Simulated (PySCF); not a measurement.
Br2Cl2Si.

```xyz
5

Cl     0.0000    -1.6605     1.5922
Si     0.0000     0.0000     0.4059
Cl     0.0000     1.6605     1.5922
Br     1.7978     0.0000    -0.8545
Br    -1.7978     0.0000    -0.8545
```
Charge 0, spin multiplicity 1.

Geometry: PBE0-D3(BJ)/def2-SVP.

Computed with PBE/pcSseg-1 (PySCF). Non-relativistic, no solvent.

Computed absolute GIAO shielding of each atom: isotropic value and principal components (ppm):
| atom | σ(iso) | σ11 | σ22 | σ33 | span |
|---|---|---|---|---|---|
| Cl1 | 661.5 | 538.8 | 546.4 | 899.2 | 360.4 |
| Si2 | 295.8 | 285.2 | 295.0 | 307.2 | 22.0 |
| Cl3 | 661.5 | 538.8 | 546.4 | 899.2 | 360.4 |
| Br4 | 2048.4 | 1722.8 | 1746.7 | 2675.7 | 952.8 |
| Br5 | 2048.4 | 1722.8 | 1746.7 | 2675.7 | 952.8 |
